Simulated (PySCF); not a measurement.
Input file for PySCF: R-B3LYP/6-311+G** on NH3 (SMILES N).

```python
from pyscf import gto, scf, dft, mp
from pyscf.data.elements import chemcore

mol = gto.M(
    atom='''
    N    -0.02761160   -0.09532381    0.64327986
    H     0.65504430    0.24667522    1.31115156
    H     0.41783056   -0.82509455    0.09884847
    H    -0.24275256    0.66623092    0.00995532
    ''',
    basis='6-311+g**',
    charge=0, spin=0, verbose=3, max_memory=1800)
mf = dft.RKS(mol, xc='b3lyp')
mf.conv_tol = 1e-8
mf.max_cycle = 100
mf.kernel()
if not mf.converged:
    mf = mf.newton().run(mf.mo_coeff, mf.mo_occ)
```

Program output:

```
converged SCF energy = -56.5826186975316
```

The calculation finished and met its thresholds.

Cost: around 0.7 core-seconds (rough).
